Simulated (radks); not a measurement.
Species: Lu VI. Configuration: [Xe] 4f12 (the NIST ground configuration). Calculated with a radial shooting solver on a logarithmic mesh with Libxc functionals: Dirac Kohn-Sham, LB94 model potential, spin-unpolarised, spherical densities, finite nucleus; open shells fill j = l - 1/2 first; Fermi nuclear charge, rms radius 5.37 fm.

Unscreened Slater integrals over Kohn-Sham orbitals (eV). Large and small components are both included.

integral,value
"F0(4f7/2,4f7/2)",38.341
"F2(4f7/2,4f7/2)",18.451
"F4(4f7/2,4f7/2)",11.621
"F6(4f7/2,4f7/2)",8.3725
"F0(4f7/2,4f5/2)",38.598
"F2(4f7/2,4f5/2)",18.576
"F4(4f7/2,4f5/2)",11.700
"G2(4f7/2,4f5/2)",18.514
"G4(4f7/2,4f5/2)",11.663
"G6(4f7/2,4f5/2)",8.4035
"F0(4f7/2,5p3/2)",22.813
"F2(4f7/2,5p3/2)",7.4246
"G2(4f7/2,5p3/2)",3.3111
"G4(4f7/2,5p3/2)",2.6758
"F0(4f7/2,5p1/2)",24.170
"G4(4f7/2,5p1/2)",3.2026
"F0(4f5/2,4f5/2)",38.859
"F2(4f5/2,4f5/2)",18.706
"F4(4f5/2,4f5/2)",11.783
"F0(4f5/2,5p3/2)",22.864
"F2(4f5/2,5p3/2)",7.3543
"G2(4f5/2,5p3/2)",3.2208
"G4(4f5/2,5p3/2)",2.6140
"F0(4f5/2,5p1/2)",24.231
"G2(4f5/2,5p1/2)",3.9399
"F0(5p3/2,5p3/2)",18.751
"F2(5p3/2,5p3/2)",10.157
"F0(5p3/2,5p1/2)",19.371
"G2(5p3/2,5p1/2)",10.307
"F0(5p1/2,5p1/2)",20.084
